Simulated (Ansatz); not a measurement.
## Molecular dynamics of CH5AsO

input.yaml

```yaml
crystal:
  periodic: [false, false, false]
  atoms:
    - { symbol: C, position_ang: [-0.372587, 0.815579, -0.253815] }
    - { symbol: O, position_ang: [-0.433162, -0.085592, 0.823143] }
    - { symbol: As, position_ang: [0.264482, -1.965936, 0.467186] }
    - { symbol: H, position_ang: [-1.020457, 0.470442, -1.078522] }
    - { symbol: H, position_ang: [0.655335, 0.926849, -0.644579] }
    - { symbol: H, position_ang: [-0.724552, 1.799529, 0.096916] }
    - { symbol: H, position_ang: [0.649447, -0.549865, 1.271789] }
    - { symbol: H, position_ang: [1.073595, -1.468106, -0.738017] }
basis:
  gaussian: { orbitals: def2-SVP }
hamiltonian:
  xc: pbe0
  dispersion: d4
md:
  timestep: 0.5
  n_steps: 200
  ensemble: nve
  temperature: 300.0
  initial_velocities: maxwell_boltzmann
  seed: 11807
```

Launched with:

```bash
$ ansatz run input.yaml --threads 2 --pin off --max-ram 3072MiB --backend cpu --events-out ev --progress --plain --runs-dir out
```

It starts at the highest image of a converged band. Of that band: The profile has 2 maxima (images 4, 7) with wells between them (image 5): this band takes more than one step, which may be the mechanism or a detour left from its start path. Neighbouring images differ by up to 1.4 eV, so the band resolves the path poorly. A vibrational analysis at the climbing image gives one clearly imaginary mode, 1431i cm⁻¹: a first-order saddle point.

Output, in part (step lines, the closing report, with atoms numbered from 0):

```
md step     0: t =     0.00 fs  T =   300.0 K  F+E_penalty+E_count = -63983.31199107 eV  E_kin = 0.232668 eV  conserved = -63983.07932308 eV  (25 SCF iters)
md step     1: t =     0.50 fs  T =   295.0 K  F+E_penalty+E_count = -63983.30803509 eV  E_kin = 0.228756 eV  conserved = -63983.07927892 eV  (30 SCF iters)
md step     2: t =     1.00 fs  T =   281.0 K  F+E_penalty+E_count = -63983.29701895 eV  E_kin = 0.217901 eV  conserved = -63983.07911778 eV  (31 SCF iters)
md step     3: t =     1.50 fs  T =   261.3 K  F+E_penalty+E_count = -63983.28151320 eV  E_kin = 0.202630 eV  conserved = -63983.07888293 eV  (30 SCF iters)
md step     4: t =     2.00 fs  T =   240.5 K  F+E_penalty+E_count = -63983.26519898 eV  E_kin = 0.186545 eV  conserved = -63983.07865412 eV  (30 SCF iters)
md step     5: t =     2.50 fs  T =   223.2 K  F+E_penalty+E_count = -63983.25164123 eV  E_kin = 0.173128 eV  conserved = -63983.07851293 eV  (31 SCF iters)
md step     6: t =     3.00 fs  T =   212.2 K  F+E_penalty+E_count = -63983.24305072 eV  E_kin = 0.164550 eV  conserved = -63983.07850047 eV  (30 SCF iters)
md step     7: t =     3.50 fs  T =   207.7 K  F+E_penalty+E_count = -63983.23966749 eV  E_kin = 0.161074 eV  conserved = -63983.07859326 eV  (30 SCF iters)
[... lines left out ...]
Total energy: -63983.54256852 eV, -2351.3518197901 hartree
Atom 0 at    -0.610170     0.938227    -0.228940 Å, force    -0.174988    -1.277644    -0.387636 eV/Å
Atom 1 at    -0.113004     0.029906     0.747377 Å, force    -0.049873     0.918124     1.349787 eV/Å
Atom 2 at     0.268463    -2.017102     0.436605 Å, force    -0.008396    -0.043185     0.205209 eV/Å
Atom 3 at    -1.480373     0.484254    -0.718051 Å, force    -0.140539    -0.178501    -0.048601 eV/Å
Atom 4 at     0.167443     1.049121    -0.971641 Å, force     0.457645     0.209795    -0.484249 eV/Å
Atom 5 at    -0.926783     1.911956     0.108885 Å, force     0.100096     0.527012     0.880211 eV/Å
Atom 6 at    -0.144634     0.310517     1.691857 Å, force    -0.133982    -0.186085    -1.202348 eV/Å
Atom 7 at     0.471246    -2.068629     1.975691 Å, force    -0.049963     0.030483    -0.312374 eV/Å
Dipole moment:    -0.267395     0.965902     0.159373 e Å
```

The steps, from the saved trajectory:

```
time (fs)  T (K)  potential energy less start (eV)  conserved less start (meV/atom)
      0.0    300                             0.000                             0.00
      3.0    212                             0.069                             0.10
      6.0    221                             0.062                             0.08
      9.0    363                            -0.048                             0.03
     12.0    444                            -0.111                             0.18
     15.0    737                            -0.340                            -0.17
     18.0    712                            -0.319                             0.10
     21.0    848                            -0.424                             0.04
     24.0    702                            -0.312                            -0.11
     27.0    524                            -0.173                             0.06
     30.0    527                            -0.174                             0.20
     33.0    573                            -0.213                            -0.15
     36.0    452                            -0.118                             0.00
     39.0    384                            -0.062                             0.34
     42.0    568                            -0.208                            -0.07
     45.0    649                            -0.271                            -0.08
     48.0    606                            -0.236                             0.22
     51.0    573                            -0.211                             0.06
     54.0    748                            -0.349                            -0.16
     57.0    736                            -0.337                             0.13
     60.0    546                            -0.190                             0.09
     63.0    519                            -0.170                            -0.09
     66.0    415                            -0.087                             0.22
     69.0    548                            -0.193                            -0.07
     72.0    435                            -0.104                             0.12
     75.0    589                            -0.225                            -0.11
     78.0    752                            -0.353                            -0.29
     81.0    621                            -0.248                             0.12
     84.0    686                            -0.301                            -0.14
     87.0    681                            -0.298                            -0.31
     90.0    443                            -0.109                             0.17
     93.0    529                            -0.178                            -0.03
     96.0    576                            -0.216                            -0.22
     99.0    519                            -0.170                             0.03
```

All steps were run. The conserved energy stayed within 0.34 meV per atom of its start (net change -0.24 meV per atom), so the integration is sound. The system heated up, since it started high on the potential surface and ran downhill. A run of 0.1 ps of so small a system gives no equilibrium averages. The orbitals stay closed-shell, which can raise the energy where a bond breaks towards radicals; this wasn't checked here.

The step under study would form O2–H7 and break As3–H7. These pairs go: O2–H7 1.26 → 0.99 Å, As3–H7 1.67 → 2.68 Å. In the last frame they stand as after the step (other bonds may differ from the relaxed reactants and products). It ends as one piece, CH5AsO. Pairs count as bonded within 1.25 times the sum of covalent radii (0.12 Å more for H–H).

Last frame:

```xyz
8
Properties=species:S:1:pos:R:3
C -0.610 0.938 -0.229
O -0.113 0.030 0.747
As 0.269 -2.017 0.437
H -1.480 0.484 -0.718
H 0.167 1.049 -0.972
H -0.927 1.912 0.109
H -0.145 0.310 1.692
H 0.471 -2.069 1.976
```

Run time: 4 min on 2 threads of Arm Neoverse V2 (shared host), peak memory 0.17 GiB.
